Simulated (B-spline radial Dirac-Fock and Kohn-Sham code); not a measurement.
# Photoionisation of hafnium ions at Cr Kα (5414.7 eV)

Calculated with a radial B-spline solver, using the independent-particle Dirac-Slater model, thresholds from Dirac-Fock. Cross sections in kb; a dash marks an empty subshell or a threshold above the photon energy.

| ion | configuration | total | 3p3/2 | 3d3/2 | 3d5/2 | 4s | 5p1/2 |
| --- | --- | --- | --- | --- | --- | --- | --- |
| Hf | [Xe] 4f14 5d2 6s2 | 123.0 | 27.2 | 20.1 | 27.4 | 2.87 | 0.473 |
| Hf⁴⁺ | [Xe] 4f14 | 123.0 | 27.2 | 20.1 | 27.4 | 2.87 | 0.498 |
| Hf⁵⁺ | [Xe] 4f13 | 123.2 | 27.2 | 20.1 | 27.4 | 2.88 | 0.538 |
